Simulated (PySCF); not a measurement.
A structure optimised at PBE0-D3(BJ)/def2-SVP, used in a PySCF frequency run:

```xyz
4

Ga     0.0000     0.0000     0.0000
Br     2.2641     0.0000     0.0000
Br    -1.1320    -1.9607     0.0000
Br    -1.1320     1.9607     0.0000
```
Charge 0, spin multiplicity 1.

Problem. Write its SMILES, formula and point group.

Solution. [Br][Ga]([Br])[Br], Br3Ga, D3h

Problem. What are its rotational constants (standard atomic weights)?

Solution. 0.82259, 0.82259, 0.41130 GHz
